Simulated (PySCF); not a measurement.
Geometry:
| atom | x (Å) | y (Å) | z (Å) |
| --- | --- | --- | --- |
| C1 | 2.039 | -0.715 | -1.084 |
| C2 | 1.106 | -0.579 | 0.092 |
| O3 | 0.068 | 0.374 | -0.194 |
| C4 | -1.192 | -0.129 | -0.667 |
| C5 | -2.090 | -0.580 | 0.458 |
| B6 | 0.124 | 1.793 | 0.655 |
| F7 | -0.030 | 1.411 | 1.953 |
| F8 | -0.919 | 2.491 | 0.138 |
| F9 | 1.361 | 2.263 | 0.356 |
| H10 | 2.843 | -1.425 | -0.842 |
| H11 | 1.516 | -1.085 | -1.978 |
| H12 | 2.489 | 0.260 | -1.316 |
| H13 | 0.628 | -1.532 | 0.366 |
| H14 | 1.623 | -0.199 | 0.982 |
| H15 | -1.638 | 0.701 | -1.229 |
| H16 | -0.963 | -0.941 | -1.374 |
| H17 | -2.324 | 0.260 | 1.126 |
| H18 | -3.031 | -0.969 | 0.042 |
| H19 | -1.629 | -1.381 | 1.056 |

Geometry: PBE0-D3(BJ)/def2-SVP; GIAO absolute shieldings from PySCF 2.14, gas phase, non-relativistic, averaged over equivalent atoms.

At B97-D/pcSseg-1 (203 basis functions, of the order of 40 core-seconds):
```csv
atoms,σ (ppm)
C2/C4,110.9
C1/C5,164.8
O3,249.8
B6,98.2
F7/F8/F9,333.6
H13/H14/H15/H16,27.51
H10/H11/H12/H17/H18/H19,30.10
```

Estimate the result of repeating the calculation with OPBE/pcSseg-1.

Results:


| atoms | σ at OPBE/pcSseg-1 | change |
| --- | --- | --- |
| C2/C4 | 118.8 | +7.9 |
| C1/C5 | 171.7 | +6.9 |
| O3 | 254.6 | +4.8 |
| B6 | 100.3 | +2.1 |
| F7/F8/F9 | 331.2 | -2.4 |
| H13/H14/H15/H16 | 27.34 | -0.17 |
| H10/H11/H12/H17/H18/H19 | 29.96 | -0.14 |

The largest change is at C2/C4 (sp3 CH2 bonded to O). Cost: 203 basis functions, about 40 core-seconds.
